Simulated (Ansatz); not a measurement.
closo-2-SB6 (no H on S) (B6H6S). The state is a singlet with charge 0. Geometry PBE0-D4/def2-SVP.

Cartesian coordinates in Å:
```
B 0.433 1.031 -1.009
B 0.265 -0.854 -0.788
B -0.856 -0.742 0.577
B 0.708 -0.796 1.064
B -0.167 0.874 0.793
B -1.022 0.356 -0.668
S 1.770 0.364 0.086
H 0.768 1.851 -1.814
H 0.681 -1.669 -1.562
H -1.671 -1.437 1.114
H 1.263 -1.433 1.912
H -0.180 1.772 1.586
H -1.991 0.684 -1.292
```

(1) Estimate the orbital energies around the gap (eV) in Ansatz with HF/STO-3G, HF/def2-TZVP, PBE-D4/def2-SVP, r2SCAN-D4/def2-TZVP, r2SCANh-D4/def2-TZVP.

Answers

(1) 
| orbital | HF/STO-3G | HF/def2-TZVP | PBE-D4/def2-SVP | r2SCAN-D4/def2-TZVP | r2SCANh-D4/def2-TZVP |
| --- | --- | --- | --- | --- | --- |
| HOMO−5 | -12.02 | -13.49 | -9.00 | -9.38 | -9.83 |
| HOMO−4 | -11.61 | -12.85 | -8.84 | -9.22 | -9.71 |
| HOMO−3 | -10.96 | -12.35 | -7.98 | -8.34 | -8.81 |
| HOMO−2 | -10.74 | -12.11 | -7.96 | -8.26 | -8.72 |
| HOMO−1 | -9.32 | -10.66 | -7.64 | -7.82 | -8.20 |
| HOMO | -9.16 | -10.63 | -7.07 | -7.29 | -7.70 |
| LUMO | 4.48 | 1.35 | -3.04 | -3.00 | -2.67 |
| LUMO+1 | 7.97 | 2.65 | -0.89 | -0.77 | -0.46 |
| LUMO+2 | 8.67 | 2.85 | -0.51 | -0.44 | -0.10 |
| LUMO+3 | 9.92 | 2.97 | -0.27 | -0.16 | 0.16 |
| LUMO+4 | 11.20 | 3.10 | 0.59 | 0.52 | 0.75 |
| LUMO+5 | 12.03 | 3.77 | 0.79 | 0.75 | 1.05 |
